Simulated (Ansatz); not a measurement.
A made-up structure of GeSi2H4, singlet:

Si1  (-1.511, -1.002, 0.699)
Si2  (0.055, -1.746, -0.672)
Ge3  (0.529, 0.620, 0.141)
H4  (-1.469, -1.104, -0.975)
H5  (0.450, 1.587, -1.048)
H6  (0.773, -2.959, -0.506)
H7  (1.995, 0.296, 0.477)
(Å)

It is relaxed with PBE-D4/def2-SVP and then PBE0-D4/def2-TZVP (Ansatz 0.2.0). Atoms count as bonded within 1.22 times the sum of their covalent radii (H–H: 0.88 Å). The end point is not checked to be a true minimum.

Question: Does its bonding change? (Judge from chemistry; the calculation decides.)

Answer: The calculation gives: No: no bond forms or breaks.

Where it ends: The first stage lowers the energy by 1.22 eV in 12 steps. It ends as GeSi₂H₄ ([H]1[Si]2[GeH2][SiH]12):
Si1  (-1.404, -0.743, 0.836)
Si2  (0.211, -1.802, -0.349)
Ge3  (0.612, 0.436, -0.106)
H4  (-1.331, -1.389, -0.768)
H5  (0.583, 1.478, -1.233)
H6  (0.442, -3.012, -1.191)
H7  (1.706, 0.723, 0.928)
(Å)

Labels in which every atom is bracketed show which atoms are joined, not bond orders.

For scale, one of the runs: PBE0-D4/def2-TZVP relaxation, 146 basis functions, launched by `ansatz run in.yaml --threads 2 --pin off --events-out ev --progress --plain --max-ram 4352MiB`. The run took about 25 s on 2 CPU threads of an Arm Neoverse V2 (shared host).
